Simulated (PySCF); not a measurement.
SiHClBr2, SMILES Cl[SiH](Br)Br. Heavy atoms are numbered as in [SiH:1]([Cl:2])([Br:3])[Br:4]. Hydrogens are named by the atom that carries them.

Coordinates come from a PBE0-D3(BJ)/def2-SVP optimisation.

Calculation: PBE/pcSseg-1 run with PySCF.

GIAO shieldings, no solvent; atoms alike by connectivity are averaged. δ = σ(ref) − σ: ²⁹Si against TMS (σ = 335.4 ppm); ³⁵Cl against HCl (σ = 936.5 ppm); ¹H against TMS (σ = 31.49 ppm), references at their B3LYP-D3(BJ)/def2-TZVP geometries, non-relativistic (without spin–orbit terms, shifts of atoms bonded to Cl or Br come out too high).

Task: Estimate the chemical shifts. (An estimate is asked for; the answer gives what the named calculation found.)

Result: 
```
nucleus      atoms  count  δ (ppm)
-------  ---------  -----  -------
²⁹Si     Si1 (SiH)      1     39.3
³⁵Cl           Cl2      1    192.1
¹H        H on Si1      1     7.25
```
